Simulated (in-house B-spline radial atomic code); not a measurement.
Configurations of V6+, with energies counted from [Ne] 3s2 3p5. Computed with a radial B-spline atomic code at the basis-set limit: scalar-relativistic (X2C) OLYP, spin-polarised, spherical fractional occupations, Fermi nucleus of rms radius 3.6002 fm. Shells without spins written out take the highest spin.

Occupations are held fixed; configurations that lie above the ionisation limit could autoionise.

| configuration | E - E(ref) (eV) | highest orbital | its <r> (bohr) |
| --- | --- | --- | --- |
| [Ne] 3s2 3p4 4s1 | 75.621 | 4s up | 1.949 |
| [Ne] 3s2 3p4 4p1 | 84.334 | 4p up | 2.078 |
| [Ne] 3s(0 up, 1 down) 3p(2 up, 3 down) 4s(1 up, 0 down) | 104.01 | 4s up | 1.964 |
| [Ne] 3s1 3p5 4d1 | 124.95 | 4d up | 2.3 |
| [He] 2s2 2p5 3s2 3p5 3d1 | 529.76 | 3d up | 0.8862 |
| [He] 2s2 2p5 3s2 3p5 4f1 | 603.37 | 4f up | 2.324 |

Order these further configurations by energy, lowest first.
A. [He] 2s2 2p(2 up, 3 down) 3s2 3p(2 up, 3 down) 4s(0 up, 1 down)
B. [Ne] 3s1 3p5 4s1
C. [Ne] 3s2 3p4 3d1
D. [Ne] 3s1 3p5 4f1
E. [He] 2s2 2p(3 up, 2 down) 3s2 3p6

C (38.518 eV), B (103.42 eV), D (134.35 eV), E (489.3 eV), A (571.14 eV).

How far above the reference does [He] 2s2 2p(3 up, 2 down) 3s2 3p(3 up, 2 down) 4f(0 up, 1 down) lie?

603.58 eV; its least bound orbital is 4f down with <r> = 2.347 bohr.

How far above the reference does [Ne] 3s1 3p6 lie?

27.65 eV; its least bound orbital is 3p down with <r> = 0.9174 bohr.
